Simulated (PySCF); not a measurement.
Si(CCH)2(Cl)2 (C₄H₂Cl₂Si), SMILES C(#C)[Si](Cl)(Cl)C#C.

Geometry: PBE0-D3(BJ)/def2-SVP.

All values below come from CAM-B3LYP/def2-TZVP (PySCF).

Symmetry labels are those of the subgroup C2v that the program uses (full group C2v).

List the valence orbital energies around the gap with their symmetry. (Estimate from the structure and the level; the computed values follow.)


```json
[
 {"orbital": "HOMO−7", "symmetry": "A1", "energy (eV)": "-11.40"},
 {"orbital": "HOMO−6", "symmetry": "A2", "energy (eV)": "-11.23"},
 {"orbital": "HOMO−5", "symmetry": "B1", "energy (eV)": "-11.10"},
 {"orbital": "HOMO−4", "symmetry": "B2", "energy (eV)": "-10.84"},
 {"orbital": "HOMO−3", "symmetry": "A1", "energy (eV)": "-10.48"},
 {"orbital": "HOMO−2", "symmetry": "B2", "energy (eV)": "-10.12"},
 {"orbital": "HOMO−1", "symmetry": "A2", "energy (eV)": "-10.01"},
 {"orbital": "HOMO", "symmetry": "B1", "energy (eV)": "-9.93"},
 {"orbital": "LUMO", "symmetry": "B2", "energy (eV)": "-0.14"},
 {"orbital": "LUMO+1", "symmetry": "A1", "energy (eV)": "-0.08"},
 {"orbital": "LUMO+2", "symmetry": "B1", "energy (eV)": "1.30"},
 {"orbital": "LUMO+3", "symmetry": "A2", "energy (eV)": "1.37"}
]
```
